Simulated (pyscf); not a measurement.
H₂N–NH–SiH₂•, doublet

Gas-phase minimum from PySCF at ωB97X-D3(BJ)/def2-SVP, one conformer. H₂N–NH–SiH₂• lies 53.8 kcal/mol over its isomer H₂N–SiH•–NH₂ (electronic energy, ωB97M-D3(BJ)/def2-TZVP). 

```
N
H 1 1.0154
N 1 1.4072 2 111.84
H 3 1.0200 1 109.33 2 -131.56
H 3 1.0211 4 107.54 1 120.37
Si 1 1.7387 2 121.62 3 164.85
H 6 1.4991 1 106.49 2 30.86
H 6 1.5031 7 110.82 1 -116.81
```
Charge 0, spin multiplicity 2.

Properties at ωB97X-D3(BJ)/def2-SVP:

```yaml
harmonic_wavenumbers_unscaled: 176, 227, 288, 467, 688, 759, 821, 895, 933, 1231, 1317, 1414, 1672, 2168, 2209, 3506, 3591, 3628 cm⁻¹
zero_point_energy: 37.2 kcal/mol
rotational_symmetry_number: 1
Entropy of this conformer at 298 K and 1 atm, rigid rotor and harmonic oscillator, modes under 100 cm⁻¹ raised to 100: 295.1 J/(mol K)
dipole_moment: 0.59 D
Spin expectation value S2: 0.753
```

Single-point totals, which compare only within one level (frozen core for MP2 and CC):

| level | total energy (hartree) |
|---|---|
| ωB97X-D3(BJ)/def2-TZVP | -402.04404 |
| PBE/def2-TZVP | -401.70113 |
| r²SCAN/def2-TZVP | -401.89466 |
| B3LYP-D3(BJ)/def2-TZVP | -402.01973 |
| PBE0-D3(BJ)/def2-TZVP | -401.73807 |
| M06-2X/def2-TZVP | -401.90974 |
| ωB97M-D3(BJ)/def2-TZVP | -402.04998 |
| UHF/def2-TZVPP | -400.73330 |
| MP2/def2-TZVPP | -401.26729 |
| CCSD/def2-TZVPP | -401.29988 |
| CCSD(T)/def2-TZVPP | -401.32164 |

Soft torsions are taken as harmonic, which can shift the entropy by several J/(mol K). The CCSD(T) − MP2 part came from Ansatz, without density fitting, on the same reference.
